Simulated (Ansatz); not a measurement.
Basis-set extrapolation for ClFH$_{5}$NSi$_{2}$, SMILES `F[SiH2]N[SiH2]Cl` (PBE0-D4/def2-TZVP geometry, frozen core, Ansatz). Multiplicity 1, RHF reference.

|  | def2-TZVPP | def2-QZVPP |
| --- | --- | --- |
| HF | -1194.462057 | -1194.501509 |
| MP2 correlation | -0.890562 | -0.969279 |
| CCSD(T) correlation | -0.973129 | not run |

Energies in hartree. Use E(X) = E(∞) + A·exp(−7.88·√X) for Hartree–Fock and E(X) = E(∞) + B·X^(−2.97) for correlation, with X = 3 and 4, and add CCSD(T) minus MP2 of the smaller set to the MP2 limit.

Question: What is the CCSD(T) energy at the basis-set limit?

Answer: HF limit: -1194.501509 + (-0.039452) × 0.13774 = -1194.50694. MP2 limit: -0.969279 + (-0.078717) × 0.74074 = -1.02759. Higher-order term: -0.973129 − (-0.890562) = -0.08257. Total: -1195.61710 hartree, 477.6 kJ/mol below CCSD(T)/def2-TZVPP.
